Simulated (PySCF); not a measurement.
**Field gradients at the hydrogen positions**

Compound: C7H7FP2.
Numbering: `[CH2:1]=[CH:2][c:3]1[p:4][cH:5][c:6]([F:7])[c:8]([CH3:9])[p:10]1` (hydrogens: H11, H12 on C1; H13 on C2; H14 on C5; H15, H16, H17 on C9)

Structure used (GFN2-xTB), in Å, numbered top down from 1:
```xyz
17
C7H7FP2 angstrom
C      3.694    0.338   -0.033
C      2.486    0.892   -0.069
C      1.222    0.195    0.133
P      1.269   -1.537    0.391
C     -0.398   -1.944    0.595
C     -1.494   -1.111    0.561
F     -2.693   -1.723    0.763
C     -1.547    0.256    0.348
C     -2.890    0.929    0.348
P     -0.158    1.272    0.074
H      3.830   -0.716    0.152
H      4.585    0.921   -0.187
H      2.394    1.957   -0.256
H     -0.604   -2.993    0.773
H     -3.526    0.506   -0.430
H     -3.394    0.772    1.301
H     -2.783    1.998    0.176
```

Level: PBE0/pcSseg-1 (PySCF, non-relativistic); Q(2H) = 0.00286 b; rigid geometry, the same for H and D, with no vibrational averaging.

Question: Rank these positions by the coupling χzz of a deuteron there, largest first.
A. H16 (methyl hydrogen)
B. H14 (aromatic hydrogen)
C. H12 (vinylic hydrogen)
D. H11 (vinylic hydrogen)

Answer: C (228 kHz), D (221 kHz), B (215 kHz), A (207 kHz).

Question: What are Vzz, η and χzz (234.96 MHz × Q × Vzz) at all hydrogens?

Answer: 
| atom | bonded to | bond length (Å) | Vzz (au) | η | χzz (kHz) |
| --- | --- | --- | --- | --- | --- |
| H11 | C1 | 1.078 | 0.3283 | 0.07 | 221 |
| H12 | C1 | 1.076 | 0.3388 | 0.05 | 228 |
| H13 | C2 | 1.085 | 0.3123 | 0.09 | 210 |
| H14 | C5 | 1.084 | 0.3201 | 0.07 | 215 |
| H15 | C9 | 1.090 | 0.3079 | 0.03 | 207 |
| H16 | C9 | 1.090 | 0.3085 | 0.03 | 207 |
| H17 | C9 | 1.088 | 0.3087 | 0.05 | 207 |

Question: How does χzz go with the bond length over the 7 C–H bonds?

Answer: A straight-line fit has a slope of -14.0 kHz for each 0.01 Å, with a correlation coefficient of -0.98, over lengths from 1.076 to 1.090 Å. The longer bonds have the smaller couplings here.

The structure is a single GFN2-xTB conformer in the gas phase; no vibrational or solvent corrections. GFN2-xTB bond lengths can be off by several hundredths of an ångström, more for odd bonds, and the gradients follow them. A larger basis could move these couplings by a tenth or more.

The run behind these numbers computed NMR shieldings as well. On an Arm Neoverse V1 with one thread, shared host with 32 logical CPUs at a one-minute load of 7.7, this took 56 s wall and 0.96 GiB of memory at its peak.
